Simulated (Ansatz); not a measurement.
Harmonic frequencies (cm⁻¹) at PBE0-D4/def2-TZVP from Ansatz: 126, 250, 332, 557, 646, 762, 899, 984, 1087, 1166, 1285, 1388, 1482, 2180, 2197, 3053, 3130, 3862.

Each molecule was computed in one conformer, which needn't be the lowest.

Which molecule is it?
A. `OC[AsH2]`
B. `CO[AsH2]`
C. `[CH2]1[CH2][GaH]1`
D. `C=C=NC`

A.
